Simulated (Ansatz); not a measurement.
Species: sum formula H3SiO2 (charge 0, doublet). It need not be the lowest isomer of its formula. SMILES: [O][SiH2]O
Coordinates optimised at B3LYP-D3(BJ)/def2-TZVP (Ansatz, a quantum-chemistry and plane-wave program):
```
Si
O 1 1.6367
H 2 0.9609 1 119.70
O 1 1.6478 2 117.48 3 55.74
H 1 1.4747 2 104.88 3 178.91
H 1 1.4917 5 113.47 2 -123.29
```
Charge 0, spin multiplicity 2.

Parts of the frozen-core correlation energy in aug-cc-pV(D+d)Z (Ansatz, hartree). Frozen orbitals: 7; correlated occupied orbitals by spin: 10 and 9; virtual: 88 and 89. Open shells are spin-unrestricted. No spin-orbit coupling. Non-relativistic.

| term | value |
|---|---|
| reference (HF) | -440.46813 |
| MP2 opposite-spin | -0.34485 |
| MP2 same-spin | -0.11147 |
| CCSD correlation | -0.49028 |
| (T) | -0.01310 |
| T1 diagnostic | 0.021 |
| largest doubles amplitude | 0.011 |
| <S^2> of the reference | 0.758 |
